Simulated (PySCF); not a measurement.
Ge(H)2(Cl)(OH) (ClGeH3O), SMILES [Cl][GeH2][OH].

Coordinates come from a PBE0-D3(BJ)/def2-TZVP optimisation. The values are those of a single conformer.

Level of theory: PBE0-D3(BJ)/def2-TZVP run with PySCF 2.14.0.

Frequencies are harmonic and unscaled.

Problem. Estimate the vibrational spectrum. (Estimate from the structure and the level; the computed values follow.)

Solution. 
```tsv
mode	ν (cm⁻¹)	IR (km/mol)	moving atoms (share of kinetic energy)
1	171	24.9	H 47 %, O 24 %, Cl 16 %, Ge 12 %
2	247	103.9	H 50 %, O 37 %
3	424	70.4	Cl 67 %, Ge 33 %
4	535	35.4	H 88 %
5	654	7.1	H 98 %
6	727	138.2	O 72 %, Ge 20 %
7	793	60.4	H 90 %, O 8 %
8	858	62.1	H 98 %
9	943	111.5	H 90 %, O 8 %
10	2171	89.9	H 99 %
11	2218	74.7	H 99 %
12	3893	80.3	H 94 %
```
